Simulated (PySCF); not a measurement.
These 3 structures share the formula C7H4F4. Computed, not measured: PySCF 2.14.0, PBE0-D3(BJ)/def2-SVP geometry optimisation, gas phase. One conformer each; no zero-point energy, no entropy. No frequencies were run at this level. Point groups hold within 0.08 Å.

Question: Order them by energy at this level, lowest first, and give relative energies in kcal/mol.
A. `Fc1ccc(C(F)(F)F)cc1`
B. `FC(c1cccc(c1)F)(F)F`
C. `FC1=CC=CC=C1C(F)(F)F`

Answer: A (0.0), B (0.4), C (1.5).

Neighbours under 2.5 kcal/mol apart (Fc1ccc(C(F)(F)F)cc1 and Fc1cccc(C(F)(F)F)c1; Fc1cccc(C(F)(F)F)c1 and Fc1ccccc1C(F)(F)F) can change places with a better method, another conformer or zero-point energy.

```csv
SMILES,E (Eh),E rel (kcal/mol),dipole (D),point group,"A, B, C (MHz)"
Fc1ccc(C(F)(F)F)cc1,-667.36223,0.0,1.29,near Cs,"2852, 614.6, 554.2"
Fc1cccc(C(F)(F)F)c1,-667.36158,0.4,2.19,C1,"2124, 729.3, 599.4"
Fc1ccccc1C(F)(F)F,-667.35978,1.5,3.35,Cs,"1911, 942.0, 708.7"
```

Question: How do the relative energies change in single points at PBE0/pcSseg-1 (no added dispersion term) on the same geometries?

Answer: 
| SMILES | PBE0-D3(BJ)/def2-SVP (kcal/mol) | PBE0/pcSseg-1 (kcal/mol) | shift |
| --- | --- | --- | --- |
| Fc1ccc(C(F)(F)F)cc1 | 0.0 | 0.0 | 0.0 |
| Fc1cccc(C(F)(F)F)c1 | 0.4 | 0.5 | +0.1 |
| Fc1ccccc1C(F)(F)F | 1.5 | 2.1 | +0.6 |

Each column counts from its own lowest isomer. The order is unchanged; the largest shift is 0.6 kcal/mol.
